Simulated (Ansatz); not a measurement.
Gas-phase electronic energies from Ansatz, PBE0-D4/def2-TZVP geometries. CCSD(T)/CBS is the MP2 limit (def2-TZVPP, def2-QZVPP) plus CCSD(T) − MP2 in def2-TZVPP, frozen cores. DFT in def2-TZVPP. B3LYP here is the variant with VWN-RPA as its local correlation; programs differ in this. def2 core potentials past Kr. For W outer-core shells are correlated without core-valence functions, which leaves a few kJ/mol of doubt a bond. Each species was taken in one conformer, which may not be the lowest.

Reaction (redistribution): `CO[SiH](F)[SiH3]` + `[CH3][W]([OH])(=[S])=[S]` → `CO[SiH](C)[SiH3]` + `[OH][W]([F])(=[S])=[S]`

`CO[SiH](F)[SiH3]`:

Cartesian coordinates in Å:
```
C 2.282 -0.169 -0.013
O 0.901 -0.469 -0.028
Si -0.294 0.629 -0.169
F -0.309 1.254 -1.647
Si -2.303 -0.502 0.218
H 2.486 0.757 0.537
H 2.806 -0.990 0.478
H 2.663 -0.065 -1.033
H -0.020 1.782 0.734
H -2.319 -1.015 1.614
H -3.449 0.428 0.037
H -2.444 -1.640 -0.728
```

`[CH3][W]([OH])(=[S])=[S]`:

```xyz
9

C     1.327   -0.249   -0.059
W    -0.766   -0.151   -0.164
O    -1.358    0.913    1.250
S    -1.180    0.642   -2.087
S    -1.411   -2.168    0.004
H     1.612   -0.666    0.912
H     1.743    0.757   -0.168
H     1.732   -0.885   -0.848
H    -1.699    1.808    1.161
```

`CO[SiH](C)[SiH3]`:

```xyz
15

C     0.879   -1.987    1.063
O     0.455   -0.645    1.088
Si    0.281    0.262   -0.281
C    -1.063   -0.403   -1.398
Si   -0.188    2.434    0.455
H     0.115   -2.642    0.628
H     1.807   -2.107    0.490
H     1.063   -2.309    2.089
H     1.567    0.239   -1.047
H    -2.029   -0.419   -0.889
H    -0.834   -1.417   -1.734
H    -1.157    0.227   -2.287
H    -0.329    3.340   -0.719
H    -1.466    2.468    1.218
H     0.899    2.959    1.324
```

`[OH][W]([F])(=[S])=[S]`:

Cartesian coordinates in Å:
```
O -1.425 0.464 -0.059
W 0.372 -0.016 -0.145
F 1.460 1.475 -0.246
S 0.887 -1.145 1.571
S 0.651 -1.214 -1.870
H -1.945 0.436 0.749
```

| level | ΔE (kJ/mol) | difference from CCSD(T)/CBS |
| --- | --- | --- |
| PBE-D4 | 9.1 | -26.2 |
| r2SCAN-D4 | 14.1 | -21.2 |
| PBE0-D4 | 18.8 | -16.5 |
| B3LYP-D4 | 21.2 | -14.1 |
| ωB97X-V | 20.2 | -15.1 |
| ωB97M-V | 24.7 | -10.6 |
| B2PLYP | 26.3 | -9.0 |
| PBE | 9.4 | -25.9 |
| r2SCAN | 14.4 | -20.9 |
| PBE0 | 18.9 | -16.4 |
| B3LYP | 21.4 | -13.9 |
| HF/def2-TZVPP | 41.5 | 6.2 |
| MP2/def2-TZVPP | 37.9 | 2.6 |
| SCS-MP2/def2-TZVPP | 37.1 | 1.8 |
| CCSD/def2-TZVPP | 38.6 | 3.3 |
| CCSD(T)/def2-TZVPP | 34.1 | -1.2 |
| HF/def2-QZVPP | 43.0 | 7.7 |
| MP2/def2-QZVPP | 39.1 | 3.8 |
| SCS-MP2/def2-QZVPP | 38.4 | 3.1 |
| HF/CBS(def2) | 43.2 | 7.9 |
| MP2/CBS(def2) | 39.1 | 3.8 |
| CCSD/CBS(def2) | 39.8 | 4.5 |
| CCSD(T)/CBS | 35.3 | 0 |

Largest T1 diagnostic among the species: 0.022, so the coupled-cluster value is less sure than usual.

From PBE to PBE0 (25 % exact exchange), in def2-TZVPP and without D4, ΔE moves by +9.6 kJ/mol. In def2-TZVPP, CCSD(T) changes the Hartree–Fock value by −7.4 kJ/mol (the triples alone add −4.5 kJ/mol) and MP2 by −3.6 kJ/mol.
